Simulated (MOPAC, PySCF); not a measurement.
C2H6GaI2N, SMILES `[I][Ga]([I])[N](C)C` (C–N–Ga–I torsion 0°), neutral singlet in the gas phase. 

Cartesian coordinates (Å):
SMILES: C[N](C)[Ga]([I])[I]
```xyz
12

C     -0.5060    -1.0450    -0.8791
N     -0.0264    -0.0049    -0.0040
C     -1.0679     0.7794     0.6107
Ga     1.7332     0.2922     0.2959
I      3.4344    -1.1242    -0.8226
I      2.4367     2.1152     1.8234
H      0.3298    -1.6083    -1.3197
H     -1.1483    -1.7650    -0.3363
H     -1.1070    -0.6286    -1.7105
H     -0.6448     1.5563     1.2645
H     -1.7379     0.1491     1.2267
H     -1.6959     1.2837    -0.1489
```
Charge 0, spin multiplicity 1.

All levels are single points at this geometry (PBE0-D3(BJ)/def2-SVP); Pople sets use spherical d functions. Orbital energies aren't observables, and empty levels follow the basis.

BP86/6-31G* (LANL2DZ on I) in PySCF gives gap (eV) = 3.09.

### Question
Estimate the gap (eV) from each of these levels: PBE0-D3(BJ)/def2-TZVP in PySCF; ωB97X-D3(BJ)/def2-TZVP in PySCF; B3LYP/6-311+G** (LANL2DZ on Ga, I) in PySCF; B3LYP/LANL2DZ in PySCF; M06-2X/6-31G* (LANL2DZ on I) in PySCF; PBE/6-31G* (LANL2DZ on I) in PySCF; SVWN5/6-31G* (LANL2DZ on I) in PySCF; HF/6-31G* (LANL2DZ on I) in PySCF; AM1 in MOPAC; PM3 in MOPAC; PM6 in MOPAC; PM7 in MOPAC.

### Answer

```tsv
level	gap (eV)
PBE0-D3(BJ)/def2-TZVP in PySCF	5.17
ωB97X-D3(BJ)/def2-TZVP in PySCF	9.51
B3LYP/6-311+G** (LANL2DZ on Ga, I) in PySCF	4.85
B3LYP/LANL2DZ in PySCF	4.74
M06-2X/6-31G* (LANL2DZ on I) in PySCF	7.31
PBE/6-31G* (LANL2DZ on I) in PySCF	3.11
SVWN5/6-31G* (LANL2DZ on I) in PySCF	3.01
HF/6-31G* (LANL2DZ on I) in PySCF	11.57
AM1 in MOPAC	6.75
PM3 in MOPAC	6.55
PM6 in MOPAC	7.34
PM7 in MOPAC	8.59
```
